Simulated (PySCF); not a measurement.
Species: C₅H₁₆AlGeNO.
Numbering: `[CH3:1][N+:2]1([CH3:3])[AlH2-:4][CH2:5][CH2:6][C@@H:7]1[O:8][GeH3:9]` (hydrogens: H10, H11, H12 on C1; H13, H14, H15 on C3; H16, H17 on Al4; H18, H19 on C5; H20, H21 on C6; H22 on C7; H23, H24, H25 on Ge9)

Cartesian coordinates in Å at the PBE0-D3(BJ)/def2-SVP level; atoms count from 1:
```
atom  x, y, z in Å
C1    -1.5320   -0.4137   -1.1848
N2    -0.9584   -0.3179    0.1669
C3    -1.3160   -1.5087    0.9462
Al4   -1.5880    1.4618    1.0539
C5     0.0937    2.3340    0.3911
C6     0.8520    1.2578   -0.3938
C7     0.5140   -0.1326    0.1336
O8     1.0745   -1.1844   -0.5856
Ge9    2.8494   -1.4310   -0.6742
H10   -1.0935   -1.2623   -1.7305
H11   -2.6184   -0.5407   -1.0984
H12   -1.3466    0.5121   -1.7438
H13   -0.9152   -1.4131    1.9640
H14   -2.4098   -1.5848    1.0129
H15   -0.9115   -2.4172    0.4728
H16   -1.6185    1.0787    2.6172
H17   -3.0013    1.7483    0.3457
H18   -0.0607    3.2299   -0.2300
H19    0.6919    2.6634    1.2582
H20    1.9501    1.3770   -0.3404
H21    0.6073    1.2865   -1.4686
H22    0.8234   -0.1809    1.1991
H23    3.4567   -0.4765   -1.7154
H24    2.9918   -2.8965   -1.0981
H25    3.4258   -1.1631    0.7289
```

The calculation used PBE0-D3(BJ)/def2-SVP geometry optimisation, gas phase in PySCF 2.14.0.

Take the most abundant isotopes and a rigid rotor. The values belong to one conformer with, in the numbering `[CH3:1][N+:2]1([CH3:3])[AlH2-:4][CH2:5][CH2:6][C@@H:7]1[O:8][GeH3:9]`, C6–C7–O8–Ge9 64°, C1–N2–Al4–C5 -94°, N2–Al4–C5–C6 1°, Al4–C5–C6–C7 -28°, C5–C6–C7–O8 175°.

What are A, B and C (GHz)?

Ia = 276.74, Ib = 1001.94, Ic = 1138.93 u·Å²; 505379 MHz·u·Å²/I gives 1826, 504.4 and 443.7 MHz, that is A = 1.8262, B = 0.5044, C = 0.4437 GHz.

Classify the top.

A near-prolate asymmetric top. Ray's parameter κ = (2B − A − C)/(A − C) = -0.912; −1 is the prolate and +1 the oblate limit.

Is it planar, by Δ = Ic − Ia − Ib?

Not planar: Δ = Ic − Ia − Ib = -139.76 u·Å². For a rigid frame Δ = −2 Σ m c², so Σ m c² = 69.88 u·Å² lies off the ab plane: 27.53 from hydrogen and 42.35 from heavier atoms. The atom farthest from that plane is 2.11 Å away.

Give the other two planar moments, Paa and Pbb, and the rms extents of the mass along the axes.

Paa = Σ m a² = (Ib + Ic − Ia)/2 = 932.06 and Pbb = Σ m b² = (Ia + Ic − Ib)/2 = 206.87 u·Å². With the mass M = 207.03 u, the rms extents √(P/M) along a, b and c are 2.12, 1.00, 0.58 Å.

List the rotational levels J(Ka,Kc) to J = 5 (MHz).

Above 0(0,0):
J = 1: 1(0,1) 948, 1(1,1) 2270, 1(1,0) 2331
J = 2: 2(0,2) 2842, 2(1,2) 4105, 2(1,1) 4287, 2(2,1) 8253, 2(2,0) 8255
J = 3: 3(0,3) 5679, 3(1,3) 6858, 3(1,2) 7222, 3(2,2) 11097, 3(2,1) 11107, 3(3,1) 17859, 3(3,0) 17859
J = 4: 4(0,4) 9451, 4(1,4) 10525, 4(1,3) 11131, 4(2,3) 14888, 4(2,2) 14919, 4(3,2) 21655, 4(3,1) 21656, 4(4,1) 31116, 4(4,0) 31116
J = 5: 5(0,5) 14151, 5(1,5) 15105, 5(1,4) 16014, 5(2,4) 19624, 5(2,3) 19695, 5(3,3) 26403, 5(3,2) 26404, 5(4,2) 35862, 5(4,1) 35862, 5(5,1) 48026, 5(5,0) 48026
Those of J = 1 are B + C, A + C and A + B.

Predict some low-J microwave lines.

The dipole components are |μa| = 4.52 D, |μb| = 1.33 D, |μc| = 0.77 D. The squared components, which scale the intensities, stand as 1.00 : 0.09 : 0.03 (a : b : c). Some lines, for components of 0.1 D or more:

| type | branch | J(Ka,Kc) | MHz | lower level (cm⁻¹) |
| --- | --- | --- | --- | --- |
| a | Q | 3(1,2) ← 3(1,3) | 364 | 0.229 |
| b | R | 2(0,2) ← 1(1,1) | 572 | 0.076 |
| a | R | 1(0,1) ← 0(0,0) | 948 | 0.000 |
| c | Q | 3(1,3) ← 3(0,3) | 1179 | 0.189 |
| c | Q | 2(1,2) ← 2(0,2) | 1263 | 0.095 |
| b | Q | 1(1,0) ← 1(0,1) | 1382 | 0.032 |
| b | Q | 2(1,1) ← 2(0,2) | 1445 | 0.095 |
| b | Q | 3(1,2) ← 3(0,3) | 1543 | 0.189 |
| b | R | 3(0,3) ← 2(1,2) | 1573 | 0.137 |
| a | R | 2(1,2) ← 1(1,1) | 1836 | 0.076 |
| a | R | 2(1,1) ← 1(1,0) | 1957 | 0.078 |
| b | R | 1(1,1) ← 0(0,0) | 2270 | 0.000 |
| c | R | 1(1,0) ← 0(0,0) | 2331 | 0.000 |
| a | R | 3(0,3) ← 2(0,2) | 2836 | 0.095 |
| a | R | 3(1,2) ← 2(1,1) | 2934 | 0.143 |
| c | R | 2(1,1) ← 1(0,1) | 3339 | 0.032 |
| b | Q | 2(2,0) ← 2(1,1) | 3967 | 0.143 |
| c | R | 2(2,0) ← 1(1,0) | 5924 | 0.078 |
| b | Q | 3(3,1) ← 3(2,2) | 6762 | 0.370 |
| c | R | 3(2,1) ← 2(1,1) | 6820 | 0.143 |
| c | R | 3(2,2) ← 2(1,2) | 6992 | 0.137 |
| c | R | 3(3,0) ← 2(2,0) | 9604 | 0.275 |
| c | R | 3(3,1) ← 2(2,1) | 9606 | 0.275 |
| b | R | 3(3,0) ← 2(2,1) | 9606 | 0.275 |

Estimate the classical rotational partition function at 200 K, 298.15 K and 500 K.

Point group C1, symmetry number σ = 1; q = (√π/σ)·√((kT/h)³/(ABC)), k/h = 20836.6 MHz/K: 746000 at 200 K, 1360000 at 298.15 K, 2950000 at 500 K.

PBE0-D3(BJ)/def2-SVP frequencies: not computed here. No vibrational averaging or centrifugal distortion is included, and the geometry carries the error of its method. A rigid rotor knows nothing of internal rotation, which can split or shift real lines. Quadrupole hyperfine structure (14N, 27Al) is left out.
